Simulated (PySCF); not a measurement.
Identify the compound

Molecular formula: C$_{4}$H$_{5}$BF$_{2}$. Simulated spectra:

$^{1}$H NMR (500 MHz, computed): δ 2.24 (qt, J = 3.9, 2.6 Hz, 2H), 1.97 (t, J = 3.9 Hz, 3H).

$^{13}$C{$^{1}$H} NMR (computed): δ 74.2 (C), 69.2 (C, t, J = 5.5 Hz), 6.1 (CH2, t, J = 34.8 Hz), 6.0 (CH3).

- KT3/pcSseg-2 with gauge-including orbitals
- geometry from PBE0-D3(BJ)/def2-SVP
- J couplings at B3LYP/pcJ-1 (spin–dipole term only in couplings to heteroatoms)
- run in PySCF 2.14.0 with density-fitted response routines
- fast rotation and ring inversion assumed for equivalent nuclei, non-relativistic, no solvent model, one conformer

References, each an isolated molecule treated in the same way: $^{1}$H and $^{13}$C against TMS.

Deduce the structure.

Results:


- 4 carbon signals for 4 carbons: no two carbons are equivalent.
- Carbon types of the structure: 2 × C, 1 × CH2, 1 × CH3, which accounts for all hydrogens.
- δC 74.2, 69.2: alkyne carbon; the triple bond shields along its axis, which puts it between sp3 and sp2 carbons.
- δC 6.1: propargylic sp3 CH2 bonded to B.
- δC 6.0: propargylic methyl carbon; aliphatic region, no heteroatom directly attached.
- δH 2.24: hydrogen on a propargylic sp3 CH2 bonded to B.
- δH 1.97: hydrogen on a propargylic methyl carbon.

These data were computed for SMILES CC#CCB(F)F.

This is the structure that produced the data.

A carbon bonded to boron is broadened by the quadrupolar boron nucleus and is often missing from a measured spectrum. C–F couplings over four or more bonds (about 3 Hz to the para carbon of a fluoroarene) are left out. Multiplet labels drop couplings under 1 Hz and merge nearly equal ones. Shifts are as computed, not scaled to solution data. Of 1309 compounds with measured shifts, 239 miss one by over three times the rms of a fit or turn the order of signals round; such compounds aren't used in these exercises. Only one conformer was computed, so three-bond couplings in flexible chains and rings are approximate.
